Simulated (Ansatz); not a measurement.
`[NH2][Mo](=[O])(=[O])[F]` + H₂O → `[NH2][Mo](=[O])(=[O])[OH]` + H–F at 400 K and 1 bar (formal hydrolysis of a Mo–F bond).

Calculated with Ansatz (gas phase, PBE0-D4/def2-TZVP geometries, no zero-point term in ΔE). CCSD(T)/CBS is the MP2 limit (def2-TZVPP, def2-QZVPP) plus CCSD(T) − MP2 in def2-TZVPP, frozen cores. This one scheme is used for every species. Elements past krypton have def2 core potentials. For Mo outer-core shells are correlated without core-valence functions, which leaves a few kJ/mol of doubt a bond. Each species was taken in one conformer, which may not be the lowest.

```csv
species,CCSD(T)/CBS energy (Eh),H − E (kJ/mol),S (J/(mol·K))
`[NH2][Mo](=[O])(=[O])[F]`,-374.33425,119.8,360.3
H₂O,-76.37941,69.8,198.6
`[NH2][Mo](=[O])(=[O])[OH]`,-350.30648,151.1,375.0
H–F,-100.39570,36.5,182.2
```

H − E and S are ideal-gas, rigid-rotor, harmonic terms from PBE0-D4/def2-TZVP, for one conformer and one mirror image of each species. 1 Eh = 2625.50 kJ/mol, R = 8.31446 J/(mol·K).

Q: By hand: ΔE, ΔH, ΔS and ΔG.

A: ΔE = (-350.30648) + (-100.39570) − (-374.33425) − (-76.37941) = 0.01148 Eh = 30.1 kJ/mol. Δ(H − E) = 151.1 + 36.5 − 119.8 − 69.8 = -2.0, so ΔH = 28.1 kJ/mol. ΔS = 375.0 + 182.2 − 360.3 − 198.6 = -1.7 J/(mol·K). ΔG = 28.1 − 400 × (-1.7)/1000 = 28.8 kJ/mol.

Q: By hand: the equilibrium constant, and the temperature at which ΔG would vanish if ΔH and ΔS stayed fixed.

A: log₁₀ K = −ΔG/(RT ln 10) = -3.8. ΔH and −TΔS have one sign here, so there is no such temperature.

The number of gas molecules stays the same, so ΔS is small and ΔH decides. A doubt of 5 kJ/mol in ΔE shifts log₁₀ K by 0.7 here. Other conformers and mirror images would add mixing entropy, several J/(mol·K) or more a flexible species. These are equilibria of isolated gas molecules and say nothing of rates. Largest T1 diagnostic: 0.025 (customary marks: 0.02 for closed shells, 0.045 for open ones).

ΔS is within the doubt of such terms, so its sign, and with it that verdict, could turn.
